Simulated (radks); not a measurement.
Values are calculated unless marked as measured or tabulated.
Spin polarisation of the 4f9 shell in Tb2+. Start: [Xe] 4f(up 4.5, down 4.5); electrons of 4f are moved from spin down to spin up, other shells keep equal spins. Code: a radial shooting solver on a logarithmic mesh with Libxc functionals. Model: scalar-relativistic Kohn-Sham, r2SCAN, spin-polarised, spherical densities, finite nucleus; meta-GGA in the generalised Kohn-Sham scheme; Fermi nuclear charge, rms radius of each element as measured or else 0.836 A^(1/3) + 0.57 fm.

moment (Bohr magnetons) = 0: E - E(0) (eV) 0.000; e(4f up) (eV) -16.419; e(4f down) (eV) -16.419; 5p down minus up (eV) 0.000; 5s down minus up (eV) 0.000; 4d down minus up (eV) 0.000
moment (Bohr magnetons) = 1: E - E(0) (eV) -0.246; e(4f up) (eV) -16.890; e(4f down) (eV) -15.908; 5p down minus up (eV) 0.357; 5s down minus up (eV) 0.528; 4d down minus up (eV) 1.120
moment (Bohr magnetons) = 2: E - E(0) (eV) -0.982; e(4f up) (eV) -17.321; e(4f down) (eV) -15.359; 5p down minus up (eV) 0.715; 5s down minus up (eV) 1.056; 4d down minus up (eV) 2.239
moment (Bohr magnetons) = 3: E - E(0) (eV) -2.208; e(4f up) (eV) -17.711; e(4f down) (eV) -14.770; 5p down minus up (eV) 1.076; 5s down minus up (eV) 1.586; 4d down minus up (eV) 3.355
moment (Bohr magnetons) = 4: E - E(0) (eV) -3.923; e(4f up) (eV) -18.056; e(4f down) (eV) -14.141; 5p down minus up (eV) 1.440; 5s down minus up (eV) 2.118; 4d down minus up (eV) 4.469
moment (Bohr magnetons) = 5: E - E(0) (eV) -6.124; e(4f up) (eV) -18.354; e(4f down) (eV) -13.470; 5p down minus up (eV) 1.810; 5s down minus up (eV) 2.653; 4d down minus up (eV) 5.578

At moment 5 the spin-polarisation energy is -6.124 eV and the 4f exchange splitting 4.884 eV, that is 0.977 eV per Bohr magneton; E = -I m^2/4 would give I = 0.980 eV.
